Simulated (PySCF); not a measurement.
Job for PySCF: D3(BJ) and D4 dispersion corrections on FH4NOSi (SMILES N[SiH](O)F), a point of a torsion scan.

```python
from pyscf import gto
from pyscf.dispersion import dftd3, dftd4

mol = gto.M(
    atom='''
    N     1.24530751   -0.35261781   -0.18612118
    Si   -0.27862189    0.39328144    0.08503771
    O    -1.46928810   -0.44143962   -0.61648976
    F    -0.21036968    1.78327057   -0.70204763
    H     2.06818506    0.22087187   -0.10569992
    H     1.43184342   -1.26946372    0.18327186
    H    -0.64342550    0.73686488    1.44823255
    H    -1.47369118   -1.39106338   -0.65963590
    ''',
    basis='def2-svp',
    charge=0, spin=0, verbose=0, max_memory=1800)
d3, d4 = {}, {}
for xc in ['hf', 'pbe', 'blyp', 'revpbe', 'tpss', 'r2scan', 'b3lyp', 'pbe0', 'bhlyp', 'camb3lyp', 'b2plyp']:
    d3[xc] = float(dftd3.DFTD3Dispersion(mol, xc=xc, version='d3bj', atm=False).get_dispersion()['energy'])
    print(f'D3(BJ) {xc:10s} {d3[xc]:14.8f} Eh')
for xc in ['hf', 'pbe', 'blyp', 'revpbe', 'tpss', 'r2scan', 'b3lyp', 'pbe0', 'bhlyp', 'camb3lyp', 'b2plyp']:
    d4[xc] = float(dftd4.DFTD4Dispersion(mol, xc={'camb3lyp': 'cam-b3lyp'}.get(xc, xc), atm=True).get_dispersion()['energy'])
    print(f'D4     {xc:10s} {d4[xc]:14.8f} Eh')
```

Program output:

```
D3(BJ) hf            -0.04109999 Eh
D3(BJ) pbe           -0.00469280 Eh
D3(BJ) blyp          -0.01011882 Eh
D3(BJ) revpbe        -0.01199627 Eh
D3(BJ) tpss          -0.00588799 Eh
D3(BJ) r2scan        -0.00124471 Eh
D3(BJ) b3lyp         -0.00827559 Eh
D3(BJ) pbe0          -0.00401872 Eh
D3(BJ) bhlyp         -0.00655330 Eh
D3(BJ) camb3lyp      -0.00358336 Eh
D3(BJ) b2plyp        -0.00383999 Eh
D4     hf            -0.01845702 Eh
D4     pbe           -0.00485978 Eh
D4     blyp          -0.01099783 Eh
D4     revpbe        -0.01600156 Eh
D4     tpss          -0.00658206 Eh
D4     r2scan        -0.00113240 Eh
D4     b3lyp         -0.00787016 Eh
D4     pbe0          -0.00403059 Eh
D4     bhlyp         -0.00572018 Eh
D4     camb3lyp      -0.00403134 Eh
D4     b2plyp        -0.00335822 Eh
```

The run finished.

Cost: around 0.03 core-seconds (rough).
